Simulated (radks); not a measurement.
Fractional charge and spin in the 5p shell of terbium: the spin-up occupation runs from 2 to 3 and the spin-down occupation from 2 to 3; the fullest corner is Tb2+, [Kr] 4d10 4f(up 4.5, down 4.5) 5s2 5p(up 3, down 3). Method: scalar-relativistic Kohn-Sham, r2SCAN, spin-polarised, spherical densities, finite nucleus; meta-GGA in the generalised Kohn-Sham scheme; Fermi nuclear charge, rms radius of each element as measured or else 0.836 A^(1/3) + 0.57 fm; computed with a radial shooting solver on a logarithmic mesh with Libxc functionals. Energy (eV) minus the two flat planes that join the four corners (they meet along the diagonal where the two added fractions sum to one electron); zero is where a piecewise linear energy would lie.

| down \ up | 2 | 2.5 | 3 |
|---|---|---|---|
| 2 | 0.000 | -1.625 | 0.000 |
| 2.5 | -1.625 | 0.331 | -1.528 |
| 3 | 0.000 | -1.528 | 0.000 |

Corners above the fullest one (they belong to Tb3+ and the next ion): (up 3, down 2) 45.502 eV, (up 2, down 3) 45.502 eV, (up 2, down 2) 104.95 eV. With half an added electron in each spin the energy lies 0.331 eV from the planes, and with half an added electron in spin up alone -1.625 eV. The planes are only a guide here: the flat-plane condition holds for ground states with one frontier orbital, while this shell lies below other occupied shells, so the corners above the fullest one are inner-hole states and not the ground states of those ions.
